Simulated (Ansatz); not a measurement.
Coupled-cluster diagnostics for ZrO₃H₂, Ansatz.

Geometry of the singlet (PBE-D4/def2-TZVP):

```xyz
6

Zr   -0.285    0.372    0.462
O    -1.314   -1.237   -0.067
O     0.933   -0.013    1.686
O     0.506    1.377   -1.053
H    -1.252   -2.163    0.208
H     1.412    1.663   -1.235
```

In the def2 sets Zr takes a core potential; there is no spin–orbit coupling. Correlated methods freeze 3 core orbitals; core or outer-core shells of Zr are correlated, in sets that lack core-valence functions. The structure comes from a short search, and lower isomers may exist.

Estimate the CCSD(T) correlation energy, the shares of MP2 and (T), T1 and the reference's ⟨S²⟩ for: charge 0, singlet, own geometry in def2-TZVPP; and the rough time on 4 threads of Arm Neoverse V1 on a shared host.


```json
{"state": "charge 0, singlet, own geometry", "basis": "def2-TZVPP", "correlation (eV)": "-30.439", "MP2 share (%)": "97.5", "(T) share (%)": "4.5", "T1": "0.022", "⟨S²⟩ (pure)": "0.00 (0.00)", "wall time": "62 s"}
```
Customary marks for T1 are 0.02 (closed shells), 0.045 (open shells) and about 0.05 (3d metals). T1 exceeds 0.02 in 1 of 1 rows and 0.045 in 0; the higher it lies, the less the single-reference result can be trusted.
